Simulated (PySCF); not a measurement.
**Finite-field polarisability of Cs⁻ (caesium, charge -1)**

[Xe] 6s2, closed-shell 1S. All numbers are calculated (PySCF 2.14, scalar relativity by spin-free X2C-1e, in aug-cc-pVTZ-X2C). Frozen: [Xe]. Energy changes in a uniform field (μhartree):

```tsv
axis	F (au)	HF	MP2	CCSD	CCSD(T)
x	0.00026	-102.039	-87.757	-83.461	-83.461
x	0.00052	-413.295	-357.274	-338.245	-338.245
```

Derive α along x at CCSD(T) from the two fields.

With ΔE = −αF²/2 − γF⁴/24, α = −(16 ΔE(F) − ΔE(2F))/(6F²) = 2458 bohr³.

And the mean polarisability at each level?

HF 3006, MP2 2581, CCSD 2458, CCSD(T) 2458 bohr³.

The polarisability of an anion needs two sets of diffuse s and p functions; this basis lacks them, so these values show the method and not the converged property.
